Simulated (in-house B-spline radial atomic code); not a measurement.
## Ionising Nd⁺ with different functionals

Computed with a B-spline radial code for spherical atoms: scalar-relativistic (spin-free X2C) Hamiltonian, Fermi nucleus of rms radius 4.9123 fm, spin-polarised at highest spin, spherical fractional occupations for the functionals, and exact exchange of hybrids averaged over the configuration. The ionisation energy is the difference of two self-consistent energies, [Xe] 4f4 6s1 → [Xe] 4f4, without Breit or QED terms; ε is the level of the shell that loses the electron (its least bound occupied spin orbital). There is no spin-orbit coupling in this Hamiltonian.

```
   method                    rung  ΔSCF (eV)  -ε(6s) (eV)
     PBE0           global hybrid          ?            ?
    B3LYP           global hybrid      11.03         9.00
    TPSSh           global hybrid      10.67         8.60
BHandHLYP           global hybrid      10.72         9.43
  r2SCAN0           global hybrid      10.72         9.13
    B97-1           global hybrid          ?            ?
    HSE06  range-separated hybrid      10.86         8.73
    wB97X  range-separated hybrid      10.38        10.37
CAM-B3LYP  range-separated hybrid      10.92         9.94
  LC-wPBE  range-separated hybrid      10.56        10.67
```

(1) What does PBE0 give?

(2) What does B97-1 give?

(3) Among the functionals, which spreads more, the ΔSCF values or the orbital energies?

(4) How do they compare with the NIST value?

Answers

(1) ΔSCF 10.83 eV, and -ε(6s) = 9.03 eV.

(2) ΔSCF 10.58 eV, and -ε(6s) = 8.68 eV.

(3) The orbital energies: ΔSCF values span about 0.66 eV and the orbital energies 2.07 eV.

(4) NIST lists 10.78 eV ± 0.02 (semi-empirical, ground level to ground level). Errors run from -0.41 to +0.25 eV; PBE0 is closest (+0.05 eV), though others lie within the uncertainty of it, and part of that can be cancellation, since the calculations leave out spin-orbit coupling, Breit-QED terms, multiplet and fine-structure energies.
